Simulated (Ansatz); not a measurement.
Geometry optimisation, Ansatz, UKS PBE-D4/def2-SVP.

input.yaml

```yaml
crystal:
  periodic: [false, false, false]
  atoms:
    - { symbol: Al, position_ang: [-1.8207, 0.4134, -0.8464] }
    - { symbol: Si, position_ang: [-0.1529, -0.9784, -0.1163] }
    - { symbol: Si, position_ang: [1.4253, 0.2485, 0.8228] }
    - { symbol: Cl, position_ang: [2.3003, 1.6075, -0.5707] }
    - { symbol: H, position_ang: [-2.2502, 0.5017, -2.4253] }
    - { symbol: H, position_ang: [-2.6364, 1.4047, 0.1871] }
    - { symbol: H, position_ang: [0.4347, -1.7086, -1.2565] }
    - { symbol: H, position_ang: [-0.6511, -1.909, 0.8607] }
    - { symbol: H, position_ang: [0.8989, 1.0062, 2.0163] }
    - { symbol: H, position_ang: [2.5353, -0.6373, 1.3312] }
magnetization:
  spin_polarized: true
basis:
  gaussian: { orbitals: def2-SVP }
hamiltonian:
  xc: pbe
  dispersion: d4
relax:
  f_tol: 0.02
  max_steps: 50
```

Launched with:

```bash
$ ansatz run input.yaml --threads 2 --pin off --max-ram 3072MiB --backend cpu --events-out ev --progress --plain --runs-dir out
```

**Question.** Where does it end, and by what steps?

**Answer.** The forces met the threshold. After 24 steps the energy has fallen by 0.719 eV; Cl4 moved furthest, 1.76 Å. Joined: Al1–Cl4.

```tsv
step	energy less start (eV)	largest force component (eV/Å)	accepted
0	0.0000	1.700	yes
1	-0.3539	0.410	yes
2	-0.3857	0.106	yes
3	-0.3920	0.040	yes
4	-0.4005	0.067	yes
5	-0.4206	0.100	yes
6	-0.4463	0.176	yes
7	-0.4862	0.200	yes
8	-0.5494	0.188	yes
9	-0.6315	0.237	yes
10	-0.6735	0.276	yes
11	-0.6875	0.144	yes
12	-0.6936	0.046	yes
13	-0.7048	0.141	yes
14	-0.7082	0.191	yes
15	-0.7111	0.150	yes
16	-0.7122	0.125	yes
17	-0.7162	0.023	yes
18	-0.7171	0.053	yes
19	-0.7176	0.053	yes
20	-0.7181	0.034	yes
21	-0.7186	0.034	yes
22	-0.7187	0.045	yes
23	-0.7187	0.048	yes
24	-0.7191	0.010	yes
```

```xyz
10
Properties=species:S:1:pos:R:3
Al -1.380 0.715 -1.012
Si -0.343 -1.293 0.030
Si 1.364 0.108 0.838
Cl 0.650 1.978 -0.084
H -1.175 0.908 -2.588
H -2.575 1.405 -0.201
H 0.321 -2.347 -0.821
H -0.967 -1.970 1.224
H 1.419 0.452 2.300
H 2.769 -0.007 0.317
```

Time of the run: 51 s on 2 threads of Intel(R) Xeon(R) Platinum 8488C (Sapphire Rapids) (shared host), peak memory 0.2 GiB.
